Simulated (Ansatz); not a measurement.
Compare A (`CO[Si]C`) with its isomer B (`CC[Si]O`).

Isolated molecules relaxed with PBE0-D4/def2-TZVP in Ansatz; ΔE leaves out vibrations. CBS: MP2 limit from def2 TZ/QZ plus the TZ coupled-cluster correction, frozen cores. DFT in def2-TZVPP. B3LYP here is the variant with VWN-RPA as its local correlation; programs differ in this. Each species was taken in one conformer, which may not be the lowest.

A:

Z-matrix (Å, degrees):
```
C
O 1 1.407
H 1 1.093 2 109.2
H 1 1.093 2 112.4 3 120.9
H 1 1.093 2 109.1 3 -118.2
Si 2 1.646 1 133.8 3 -120.5
C 6 1.908 2 103.0 1 -0.0
H 7 1.093 6 109.8 2 179.9
H 7 1.097 6 111.9 2 60.2
H 7 1.097 6 111.9 2 -60.4
```

B:

```xyz
10

C    -0.7900    0.0384   -0.6093
C     0.1740    0.8655    0.2283
Si    1.5697   -0.0107    1.2026
O     1.3066   -1.6026    0.8376
H    -1.3400   -0.6838    0.0031
H    -1.5391    0.6552   -1.1123
H    -0.2673   -0.5207   -1.3921
H     0.6812    1.6223   -0.3889
H    -0.3688    1.4625    0.9769
H     0.5735   -1.8262    0.2541
```

Question: Which isomer does CCSD(T)/CBS put lower? Give the gap. (An estimate is asked.)

Answer: Ansatz gave: B, by 45.4 kJ/mol.

Question: Give E(B) − E(A) in kJ/mol with PBE0-D4, PBE-D4, HF/def2-TZVPP, B3LYP, ωB97M-V, B3LYP-D4, CCSD(T)/def2-TZVPP. (Best estimate.)

Answer: Ansatz gave: PBE0-D4 -43.8, PBE-D4 -42.0, HF/def2-TZVPP -32.6, B3LYP -36.0, ωB97M-V -42.8, B3LYP-D4 -36.6, CCSD(T)/def2-TZVPP -43.4. None reverses the order clearly.

Question: Does the order hold for the free energy at 298.15 K (harmonic terms from PBE0-D4)? (Best estimate.)

Answer: The calculation gave: Yes: G(B) − G(A) = -40.7 kJ/mol, for one conformer each. Modes under 60 cm⁻¹, often nearly free rotors, make the harmonic entropy too high.

Largest T1 diagnostic: 0.014.

At CCSD(T), def2-SVP lies +5.9 kJ/mol from the extrapolated value and def2-TZVPP +2.0 kJ/mol. In def2-TZVPP, CCSD(T) changes the Hartree–Fock value by −10.8 kJ/mol (the triples alone add −0.6 kJ/mol) and MP2 by −15.2 kJ/mol.
